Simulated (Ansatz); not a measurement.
Molecule: bromine, Br2, charge 0, multiplicity 1. 
Geometry from a B3LYP-D3(BJ)/def2-TZVP (Ansatz, a first-principles code) optimisation:
```xyz
2

Br     0.0000     0.0000    -1.1579
Br     0.0000     0.0000     1.1579
```
Charge 0, spin multiplicity 1.

Basis-set convergence of Hartree-Fock and CCSD correlation energies (hartree) with Ansatz. Valence correlation only, unless marked. No spin-orbit coupling. Frozen are the shells of the preceding noble gas and the d and f shells that filled before the atom's block. No relativistic terms.

| basis | functions | E(HF) | E(corr, CCSD) |
|---|---|---|---|
| def2-SVP | 64 | -5144.18489 | -0.26296 |
| def2-TZVPP | 96 | -5144.82022 | -0.35153 |
| def2-QZVPP | 178 | -5144.92042 | -0.38502 |

Extrapolating the two largest sets (X = 3 and 4) as X^-3: E(corr) = (64·(-0.38502) - 27·(-0.35153))/37 = -0.4095 Eh, an estimate of the basis-set limit. The largest set recovers 94.0 % of it, the smallest 64.2 %.
